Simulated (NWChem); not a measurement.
Everything below was run with NWChem. System: H3NPb, charge 0, spin multiplicity 1, at a geometry optimised with PBE0/def2-SVP with def2 effective core potentials on Pb. The structure started from a generated list of species. Level: MP2/def2-SVPD with def2 effective core potentials on Pb, 5 core orbitals frozen.

Output (cleaned and shortened):

```
             Northwest Computational Chemistry Package (NWChem) 7.3.0
             --------------------------------------------------------

                                NWChem Input Module
                                -------------------

 Scaling coordinates for geometry "geometry" by  1.889725989
 (inverse scale =  0.529177249)

 Turning off AUTOSYM since
 SYMMETRY directive was detected!

                             Geometry "geometry" -> ""
                             -------------------------

 Output coordinates in angstroms (scale by  1.889725989 to convert to a.u.)

  No.       Tag          Charge          X              Y              Z
 ---- ---------------- ---------- -------------- -------------- --------------
    1 Pb                  82.0000    -0.16718600     0.14518300     0.00000000
    2 H                    1.0000     1.16662600     1.44484100     0.00000000
    3 N                    7.0000     1.30640400    -1.39003300     0.00000000
    4 H                    1.0000     2.31005600    -1.23797100     0.00000000
    5 H                    1.0000     1.08773100    -2.38165600     0.00000000

 Effective nuclear repulsion energy (a.u.)     205.9518157696

            Nuclear Dipole moment (a.u.)
            ----------------------------
        X                 Y               Z
 ---------------- ---------------- ----------------
    -0.0000207870    -0.0000207870     0.0000000000

      Symmetry information
      --------------------

 Group name             Cs
 Group number              2
 Group order               2
 No. of unique centers     5

      Symmetry unique atoms

     1    2    3    4    5


 Summary of "ao basis" -> "" (spherical)
 ------------------------------------------------------------------------------
       Tag                 Description            Shells   Functions and Types
 ---------------- ------------------------------  ------  ---------------------
 *                         def2-svpd                  on all atoms

 Summary of "ao basis" -> "ao basis" (spherical)
 ------------------------------------------------------------------------------
       Tag                 Description            Shells   Functions and Types
 ---------------- ------------------------------  ------  ---------------------
 Pb                        def2-svpd                12       32   5s4p3d
 H                         def2-svpd                 4        8   2s2p
 N                         def2-svpd                 8       20   4s2p2d
[...]
 -----------   ------   -------------------------------------------------------
    1 Pb  22    21.44   2.99 -0.95  1.14  0.64  0.00  3.36  2.64  0.93  0.61  9.74  0.31  0.03
    2 H    1     1.19   0.67  0.52  0.01 -0.01
    3 N    7     7.24   1.99  0.95  0.49 -0.19  2.34  1.70  0.01 -0.04
    4 H    1     1.07   0.73  0.15  0.05  0.14
    5 H    1     1.06   0.73  0.15  0.05  0.13

       Multipole analysis of the density wrt the origin
       ------------------------------------------------

     L   x y z        total         open         nuclear
     -   - - -        -----         ----         -------
     0   0 0 0     -0.000000      0.000000     32.000000

     1   1 0 0     -0.473251      0.000000     18.956123
     1   0 1 0     -0.124272      0.000000    -16.461386
     1   0 0 1     -0.000000      0.000000      0.000000

     2   2 0 0    -27.853160      0.000000     73.000765
     2   1 1 0     -1.237439      0.000000    -60.745245
     2   1 0 1     -0.000000      0.000000      0.000000
     2   0 2 0    -26.933239      0.000000     83.139675
     2   0 1 1     -0.000000      0.000000      0.000000
     2   0 0 2    -25.356690      0.000000      0.000000

                   NWChem MP2 Semi-direct Energy/Gradient Module
                   ---------------------------------------------

  Basis functions       =     76
  Molecular orbitals    =     76
  Frozen core           =      5
  Frozen virtuals       =      0
  Active alpha occupied =     11
  Active beta occupied  =     11
  Active alpha virtual  =     60
  Active beta virtual   =     60
  Use MO symmetry       = T
  Use skeleton AO sym   = T

  AO/Fock/Back tols     =   1.0D-09  1.0D-09  1.0D-09

 GA uses MA = F    GA memory limited = T

 Available:
  local mem=  1.26D+08
 global mem=  1.44D+08
 local disk=  0.00D+00
  mp2_memr nvloc                    60
  nvloc new                    60
   1 passes of  11:        3145728                      28613                   6569167.
   1 passes of  11: M    126147871           G      144167648           F     123002143.

 Semi-direct pass number   1 of   1  for RHF alpha+beta  at        1.8s
  vrange nnbf                  2923
  mp2_eaftype                    25  avail_ma_in_mb                  1099
 EAF : mp2_eaftype filesize          25    3284584.
  mp2_eaf for mointskh                     25
Node 0 wrote     15.4 Mb in      0.0 s     Agg I/O rate:   396.2 Mb/s
 Done moints_semi at        5.1s
  mp2_eaftype                    25  avail_ma_in_mb                  1074
 EAF : mp2_eaftype filesize          25    3284584.
  mp2_eaf for kh                    25
 Done maket at        5.3s
 Done multipass loop at        5.3s

          -------------------------------------------
          SCF energy                -247.964238368016
          Correlation energy          -0.301049518472
          Singlet pairs               -0.190272384428
          Triplet pairs               -0.110777134043
          Total MP2 energy          -248.265287886487
          -------------------------------------------

          ---------------------------------------------------
                    Spin Component Scaled (SCS) MP2
          Same spin pairs                     -0.073851422696
          Same spin scaling factor             0.333333333333
          Opposite spin pairs                 -0.227198095776
          Opposite spin scaling fact.          1.200000000000
          SCS-MP2 correlation energy          -0.297254855830
          Total SCS-MP2 energy              -248.261493223845
          ---------------------------------------------------

 -----------------------
 Performance information
 -----------------------

 Timer overhead =  1.97D-07 seconds/call

               Nr. of calls         CPU time (s)                 Wall time (s)                GFlops
             ---------------    -------------------     ------------------------------   -------------------
Name         Min   Avg   Max    Min     Avg     Max     Min     Avg     Max   Mx/calls   Min     Max     Sum
mp2: moin     1     1     1    3.2     3.2     3.2      3.2     3.2     3.2     3.2      0.0     0.0     0.0
mp2: make     1     1     1   0.24    0.24    0.24     0.24    0.24    0.24    0.24      0.0     0.0     0.0
mp2: tota     1     1     1    3.5     3.5     3.5      3.5     3.5     3.5     3.5      0.0     0.0     0.0

 The average no. of pstat calls per process was 3.00D+00
 with a timing overhead of 5.92D-07s

 Task  times  cpu:        5.3s     wall:        5.3s

 Total times  cpu:        5.3s     wall:        5.3s
```

Question: Write an NWChem input that would produce this output.

Answer: This is not unique; one that fits is 
```
start mol
memory heap 200 mb stack 900 mb global 1100 mb
geometry units angstroms nocenter noautoz
  Pb    -0.167186     0.145183     0.000000
  H      1.166626     1.444841     0.000000
  N      1.306404    -1.390033     0.000000
  H      2.310056    -1.237971     0.000000
  H      1.087731    -2.381656     0.000000
  symmetry group Cs
end
basis spherical
  * library def2-svpd
end
ecp
  Pb library def2-ecp
end
scf
  rhf
  nopen 0
  maxiter 100
  thresh 1e-7
  semidirect memsize 60000000 filesize 0
end
mp2
  freeze core 5
end
task mp2 energy
```
